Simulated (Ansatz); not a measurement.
Consider the ligand exchange at the Si–C bond: `C=C[SiH](Cl)Cl` + `N[SiH](O)O` → `O[SiH](O)N[SiH](Cl)Cl` + `C=C`.

Calculated with Ansatz (gas phase, PBE0-D4/def2-TZVP geometries, no zero-point term in ΔE). CCSD(T)/CBS adds triple-zeta CCSD(T) − MP2 to the extrapolated MP2 energy (def2 sets, frozen cores). This one scheme is used for every species. DFT in def2-TZVPP. B3LYP here is the variant with VWN-RPA as its local correlation; programs differ in this. One conformer a species, not always the lowest.

| level | ΔE (kcal/mol) | difference from CCSD(T)/CBS |
| --- | --- | --- |
| PBE-D4 | -13.9 | 1.9 |
| r2SCAN-D4 | -15.8 | 0.0 |
| PBE0-D4 | -15.0 | 0.8 |
| B3LYP-D4 | -16.2 | -0.4 |
| ωB97X-V | -15.8 | 0.0 |
| ωB97M-V | -16.1 | -0.3 |
| B2PLYP | -15.2 | 0.6 |
| PBE | -12.8 | 3.0 |
| r2SCAN | -15.4 | 0.4 |
| PBE0 | -13.9 | 1.9 |
| B3LYP | -14.4 | 1.4 |
| HF/def2-TZVPP | -16.9 | -1.1 |
| MP2/def2-TZVPP | -15.8 | 0.0 |
| SCS-MP2/def2-TZVPP | -15.9 | -0.1 |
| CCSD/def2-TZVPP | -16.1 | -0.3 |
| CCSD(T)/def2-TZVPP | -15.9 | -0.1 |
| HF/def2-QZVPP | -17.0 | -1.2 |
| MP2/def2-QZVPP | -15.8 | 0.0 |
| SCS-MP2/def2-QZVPP | -15.8 | 0.0 |
| HF/CBS(def2) | -17.0 | -1.2 |
| MP2/CBS(def2) | -15.8 | 0.0 |
| CCSD/CBS(def2) | -16.0 | -0.2 |
| CCSD(T)/CBS | -15.8 | 0 |

Largest T1 diagnostic among the species: 0.011.

From PBE to PBE0 (25 % exact exchange), in def2-TZVPP and without D4, ΔE moves by −1.2 kcal/mol. In def2-TZVPP, CCSD(T) changes the Hartree–Fock value by +1.0 kcal/mol (the triples alone add +0.2 kcal/mol) and MP2 by +1.1 kcal/mol.
